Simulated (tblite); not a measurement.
FIn, charge +1, doublet, geometry from GFN2-xTB (such geometries of metal compounds can be far from the true shape) (a state made from the parent by changing its charge; the spin is typed, not shown lowest); GFN1-xTB with ALPB(water) (tblite).

tblite was given this input:
```
$ tblite run mol.xyz --method gfn1 --charge 1 --spin 1 --alpb water --json tblite.json --no-restart

# file mol.xyz
2

In    -0.00000000    -0.00000000    -0.35495561
F      0.00000000     0.00000000     1.93253608
```

The log (banner, timings and long lists left out):

```
xTB calculator
 | screened Coulomb repulsion
 | Coulomb electrostatics
 |  * isotropic Klopman-Ohno-Mataga-Nishimoto electrostatics
 |  * onsite third-order electrostatics
 | DFT-D3(BJ) dispersion correction
 | Interactions (3)
 | [1] alpb/gbsa reaction field model
 | [2] cds contribution to solvation
 | [3] empirical free energy shift and standard state/solvent correction

halogen bonding energy    0.0000000000000E+00 Eh
repulsion energy          1.1525712180579E-04 Eh
dispersion energy        -1.7691781985917E-04 Eh
interaction energy       -1.4592945338554E-02 Eh
number of electrons       9.0000000000000E+00 e
integral cutoff           4.0000000000000E+01 bohr

------------------------------------------------------------
  cycle        total energy    energy error   density error
------------------------------------------------------------
      1     -5.846786975553  -5.8321324E+00   7.5484288E-01
      2     -6.227970937719  -3.8118396E-01   2.9261006E-01
      3     -6.235428261377  -7.4573237E-03   1.7511369E-01
      4     -6.235302825620   1.2543576E-04   3.4603561E-02
      5     -6.235646377153  -3.4355153E-04   2.7693783E-03
      6     -6.235652787091  -6.4099376E-06   7.7414676E-04
      7     -6.235653140676  -3.5358453E-07   1.3609453E-04
      8     -6.235653142685  -2.0093411E-09   6.1387744E-06
------------------------------------------------------------

electronic energy        -6.2209985366483E+00 Eh
total energy             -6.2356531426849E+00 Eh

Post processing:
 | Mayer-Wiberg bond orders

[Info] JSON dump of results written to 'tblite.json'
```
